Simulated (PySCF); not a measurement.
## Towards the basis-set limit for ZnF

State: ²Σ⁺, doublet, unpaired electrons σ ↑. De refers to Zn + F. ROHF-based CCSD(T) in PySCF 2.14 with Zn aug-cc-pVDZ-PP with ECP10, F aug-cc-pVDZ and Zn aug-cc-pVTZ-PP with ECP10, F aug-cc-pVTZ (frozen core orbitals: 5; scalar-relativistic core potentials). Correlation energies are extrapolated as n⁻³ (n = 2, 3), Hartree–Fock as (n+1)·exp(−9√n).

```json
{"Level": "CCSD(T)/DZ", "Re (Å)": "1.7825", "ωe (cm⁻¹)": "619.1", "ωexe (cm⁻¹)": "3.30", "αe (cm⁻¹)": "0.00281", "De (eV)": "2.859"}
{"Level": "CCSD(T)/TZ", "Re (Å)": "1.7697", "ωe (cm⁻¹)": "626.7", "ωexe (cm⁻¹)": "3.50", "αe (cm⁻¹)": "0.00297", "De (eV)": "2.950"}
{"Level": "HF/CBS", "Re (Å)": "1.7716", "ωe (cm⁻¹)": "645.0", "ωexe (cm⁻¹)": "3.44", "αe (cm⁻¹)": "0.00284", "De (eV)": "2.178"}
{"Level": "MP2/CBS", "Re (Å)": "1.7608", "ωe (cm⁻¹)": "634.2", "ωexe (cm⁻¹)": "3.37", "αe (cm⁻¹)": "0.00293", "De (eV)": "3.362"}
{"Level": "CCSD/CBS", "Re (Å)": "1.7645", "ωe (cm⁻¹)": "636.5", "ωexe (cm⁻¹)": "3.45", "αe (cm⁻¹)": "0.00293", "De (eV)": "2.910"}
{"Level": "CCSD(T)/CBS", "Re (Å)": "1.7673", "ωe (cm⁻¹)": "628.4", "ωexe (cm⁻¹)": "3.51", "αe (cm⁻¹)": "0.00298", "De (eV)": "2.989"}
```

Task: How much is left between CCSD(T)/TZ and the basis-set limit, and how much do the triples give at the limit?

Result: CCSD(T)/CBS less CCSD(T)/TZ: -2.4 mÅ in Re, +1.7 cm⁻¹ in ωe and +0.039 eV in De. CCSD(T)/CBS less CCSD/CBS: +2.8 mÅ in Re, -8.1 cm⁻¹ in ωe and +0.079 eV in De.

The T1 diagnostic is 0.024. The state was picked by a PBE0 search and need not be the measured ground state. Spin–orbit coupling, excitations beyond (T) and corrections to the Born–Oppenheimer picture are left out.

The whole job (state search and all basis sets along the bond) took about 15 min on 4 threads of Intel Xeon Platinum 8559C (shared host), peak memory 14 GiB.
